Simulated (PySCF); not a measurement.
## Shapes and spin states of PdCl₂

Method: PySCF, PBE0, basis Pd def2-SVP with ECP28, Cl def2-SVP (scalar-relativistic core potentials, no spin–orbit coupling, density fitting).

Relaxations began from a few typed shapes and spin states; open shells are unrestricted. The search is not exhaustive: other isomers or separated fragments can lie lower, and high-lying points may rest on an excited occupation.

(1) Which is the lowest minimum found?
A. singlet (closed shell, unstable to spin polarisation) D∞h: Pd–Cl 2.264 Å (×2); Cl–Pd–Cl 180.0°
B. triplet D∞h: Pd–Cl 2.239 Å (×2); Cl–Pd–Cl 180.0°
C. singlet C2v: Pd–Cl 2.198 Å (×2); Cl–Pd–Cl 97.1°
D. triplet D∞h: Pd–Cl 2.210 Å (×2); Cl–Pd–Cl 180.0°

Answers

(1) B. The others lie at 5.7 (triplet D∞h), 22.0 (singlet C2v), 66.6 (singlet D∞h) kJ/mol above it.

Formally Pd is in oxidation state +2, d8, with 2 unpaired electrons (the high-spin count). The Mulliken spin on Pd is 1.32. The polar-tensor charge on Pd, 0.85, is far below the formal one.

For the lowest minimum: the spin densities have lower symmetry than the nuclear frame. Other spin states or occupations of the open shell can lie lower.
